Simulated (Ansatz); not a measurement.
The first iterations of a band of a periodic cell of 13 atoms, Al12O (surface Al(111), adsorbate O).

Level of theory: Ansatz, DFT LDA, scalar-relativistic, plane waves, PAW. Settings: PAW set soft_1, cutoff 420 eV, k mesh 3x3x1, gaussian smearing 0.1 eV, no spin polarisation.

- movable images: 3
- climbing image: yes
- spring: 5.0 eV/Å²
- optimiser: quadratic models (default)
- start path: default
- force threshold: 0.2 eV/Å
- iteration limit: 41
- end points: relaxed
- atoms held: 1 to 4

First end point:

```xyz
13
Lattice="5.7276 0.0000 0.0000 2.8638 4.9602 0.0000 0.0000 0.0000 17.6765" Properties=species:S:1:pos:R:3
Al 1.432 0.827 1.000
Al 4.296 0.827 1.000
Al 2.864 3.307 1.000
Al 5.728 3.307 1.000
Al -0.002 1.654 3.296
Al 2.862 1.655 3.323
Al 1.430 4.134 3.296
Al 4.294 4.135 3.296
Al -0.002 0.001 5.498
Al 2.863 0.061 5.661
Al 1.484 2.450 5.662
Al 4.242 2.450 5.661
O 5.726 3.308 6.346
```

Last end point:

Only the atoms that move by more than 0.05 Å are listed.
```
Al9 0.052 -0.030 5.662
Al10 2.810 -0.030 5.661
Al11 1.430 2.481 5.498
Al12 4.295 2.542 5.661
O13 7.158 5.788 6.346
```

| iteration | highest image above the first end (eV) | largest band force component (eV/Å) |
| --- | --- | --- |
| 1 | 18.682 | 68.098 |
| 2 | 3.762 | 15.771 |
| 3 | 2.349 | 10.714 |
| 4 | 1.050 | 4.528 |
| 5 | 0.839 | 2.927 |
| 6 | 0.742 | 1.566 |

Q: Does the band converge within its limit, and where does its top end?

A: The run converged. It ended after 18 iterations with the highest image 1.007 eV above the first end. The threshold of 0.2 eV/Å is loose, so the images may lie well off the minimum-energy path. The profile has 2 maxima (images 1, 3) with wells between them (image 2): this band takes more than one step, which may be the mechanism or a detour left from its start path. The order of the stationary point at the top wasn't checked. Limits of this set-up: coarse k mesh, thin slab, slab without dipole correction, PAW files made for another functional.

Run time: 7.4 min on 1 thread of Arm Neoverse V1, on a shared host, peak memory 0.57 GiB.
